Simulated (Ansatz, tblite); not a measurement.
Isomers of Ag2Br (doublet), found by a short tight-binding search and relaxed with r2SCAN-D4/def2-TZVP in Ansatz.

In the def2 sets Ag takes a core potential; there is no spin–orbit coupling. The xTB rows come from tblite.

Run but left out: HF/def2-SVP, MP2/def2-SVP, CCSD/def2-SVP, CCSD(T)/def2-SVP (flagged by the program: other roots).

Other spin states were run for one of them alone.

A:

```tsv
atom	x (Å)	y (Å)	z (Å)
Ag1	0.8058	2.3157	-0.6209
Ag2	-0.7864	-2.3153	0.6475
Br3	-0.0194	-0.0004	-0.0266
```

B:

Cartesian coordinates in Å:
```
Ag -0.099 -0.763 0.243
Ag -0.796 1.305 1.710
Br 0.895 -0.542 -1.953
```

**Question.** Estimate their order by electronic energy at PBE0-D4/def2-TZVP, counted from the lowest.

**Answer.** B (0.0) < A (3.7), in kcal/mol.

**Question.** Do the other levels pick the same lowest one?

**Answer.** All that were run do. Energies above each level's lowest (kcal/mol):

| level | A | B |
| --- | --- | --- |
| GFN1-xTB | 7.0 | 0.0 |
| GFN2-xTB | 47.0 | 0.0 |
| PBE-D4/def2-TZVP | 3.8 | 0.0 |
| revPBE-D4/def2-TZVP | 3.4 | 0.0 |
| r2SCAN-D4/def2-TZVP | 5.3 | 0.0 |
| B97M-V/def2-TZVP | 2.5 | 0.0 |
| PBE0-D4/def2-TZVP | 3.7 | 0.0 |
Point groups (tolerance 0.1 Å): A D∞h, B Cs. Lower isomers may exist.
